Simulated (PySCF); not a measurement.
Two species compared at the same levels of theory.

First species: C4H7OP.
SMILES: `CC1=C[P@]1(C)=O`

Second species: C2H8N2O2Si2.
Bonds: C1–O2, O2–C3, C3–O4 (double), C3–Si5, Si5–N6, N6–Si7, Si7–N8, Si5–N8. Hydrogens: H9, H10, H11 on C1; H12 on Si5; H13 on N6; H14, H15 on Si7; H16 on N8.

Levels: CAM-B3LYP/def2-SVPD for dipole moment, HOMO energy, LUMO energy, HOMO–LUMO gap, static isotropic polarisability and electronic spatial extent ⟨r²⟩ about the centre of nuclear charge; TDDFT CAM-B3LYP/def2-SVPD for lowest singlet excitation; TDA CAM-B3LYP/def2-SVPD for lowest triplet excitation (Tamm–Dancoff); GFN2-xTB for rotational constant A and rotational constant C. Geometries: GFN2-xTB. Each species is one conformer at its optimised geometry, gas phase, non-relativistic unless stated. Electronic properties by PySCF.

Dipoles, sizes and rotational constants follow the conformer. The torsions of the flexible species, by atom-mapped SMILES:
- `[CH3:1][O:2][C:3](=[O:4])[SiH:5]1[NH:6][SiH2:7][NH:8]1`: C1–O2–C3–O4 0°, O2–C3–Si5–N6 -49°

Values for the first species:

| Quantity | Value |
| --- | --- |
| Dipole moment | 4.66 D |
| HOMO energy | -8.50 eV |
| LUMO energy | 0.68 eV |
| HOMO–LUMO gap | 9.18 eV |
| Lowest singlet excitation | 5.26 eV |
| Lowest triplet excitation (Tamm–Dancoff) | 4.69 eV |
| Static isotropic polarisability | 71.4 au |
| Electronic spatial extent ⟨r²⟩ about the centre of nuclear charge | 736 bohr² |
| Rotational constant A | 4.901 GHz |
| Rotational constant C | 1.910 GHz |

**Question.** Estimate the same properties for the second species, and the change in each.

**Answer.** 
```tsv
property	first	second	second less first
dipole moment	4.66 D	2.17 D	-2.49 D
HOMO energy	-8.50 eV	-8.60 eV	-0.10 eV
LUMO energy	0.68 eV	-0.09 eV	-0.77 eV
HOMO–LUMO gap	9.18 eV	8.51 eV	-0.67 eV
lowest singlet excitation	5.26 eV	4.65 eV	-0.61 eV
lowest triplet excitation (Tamm–Dancoff)	4.69 eV	4.04 eV	-0.65 eV
static isotropic polarisability	71.4 au	91.4 au	+20.0 au
electronic spatial extent ⟨r²⟩ about the centre of nuclear charge	736 bohr²	1558 bohr²	+822 bohr²
rotational constant A	4.901 GHz	3.077 GHz	-1.824 GHz
rotational constant C	1.910 GHz	0.763 GHz	-1.147 GHz
```

On the first: The vertical singlet–triplet gap S1 − T1 is 0.57 eV (TDDFT singlet less Tamm–Dancoff triplet; S1: HOMO→LUMO, weight 0.94; T1: HOMO−2→LUMO, weight 0.60). The polarisability is 10.58 Å³ as a volume (1 au = 0.148185 Å³), or 1.32 au for each of the 54 electrons.

On the second: The principal polarisabilities are 74.7, 91.7 and 107.7 au; their mean is the isotropic value. No computed singlet falls in the visible range (750 to 380 nm, 1.65 to 3.26 eV); S1 lies 1.39 eV above its blue end. GFN2-xTB frequencies show an imaginary mode (23i cm⁻¹), so this geometry is no minimum at that level.
